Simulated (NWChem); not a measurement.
System: C$_{2}$H$_{6}$GeO; SMILES C=[CH][GeH2][OH]

Here is an NWChem input.

```
start job
memory heap 200 mb stack 900 mb global 1100 mb
geometry units angstroms noautoz
  Ge    -0.288343     0.437642    -0.012630
  O      1.105120     1.548125    -0.151360
  C      0.259304    -1.349524     0.504603
  C      0.205470    -2.381369    -0.343219
  H     -0.877588     0.398329    -1.429275
  H     -1.285253     1.015633     1.018398
  H      1.512209     1.747476     0.697781
  H      0.618982    -1.524916     1.526748
  H     -0.144865    -2.264418    -1.375490
  H      0.508006    -3.393548    -0.050416
end
basis spherical
  * library def2-svp
end
dft
  xc xpbe96 cpbe96
  iterations 150
  mulliken
end
task dft energy
```

Structure relaxed at the PBE0/def2-SVP level.

Task: Give the results of this calculation. (PBE/def2-SVP.) Quantities: energy (Ha); highest occupied level (eV); orbital gap (eV); dipole (D).

Result: 
```
Quantity                        Value
---------------------------  --------
energy (Ha)                  -2231.14
highest occupied level (eV)     -6.36
orbital gap (eV)                 4.90
dipole (D)                       1.71
```
